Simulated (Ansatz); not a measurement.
FH$_{8}$NSi$_{3}$ (`F[SiH2]N[SiH2][SiH3]`) from Hartree–Fock to CCSD(T)

```xyz
13

F     0.761   -2.824   -0.146
Si    0.777   -1.763   -1.347
N    -0.187   -0.394   -1.020
Si    0.259    1.036   -0.136
Si   -0.947    1.232    1.864
H     0.235   -2.472   -2.528
H     2.183   -1.333   -1.503
H    -1.166   -0.479   -1.260
H     1.714    0.913    0.143
H     0.037    2.258   -0.962
H    -0.629    0.104    2.779
H    -2.408    1.205    1.571
H    -0.629    2.517    2.546
```

Charge 0, multiplicity 1. Geometry: relaxed with PBE0-D4/def2-TZVP. It is one conformer, not always the lowest. Frozen core, restricted reference, the Gaussian-basis code of Ansatz. CBS rows extrapolate triple and quadruple zeta; past MP2 they add the triple-zeta difference.

```csv
basis,HF (Eh),MP2 corr.
def2-TZVPP,-1025.57099,-0.83473
def2-QZVPP,-1025.60649,-0.90253
```

Estimate the CCSD correlation energy and the (T) correction in each basis where they were run (hartree).


```
     basis  CCSD corr.       (T)
def2-TZVPP    -0.89642  -0.02987
 CBS(def2)    -1.01444     as TZ
```
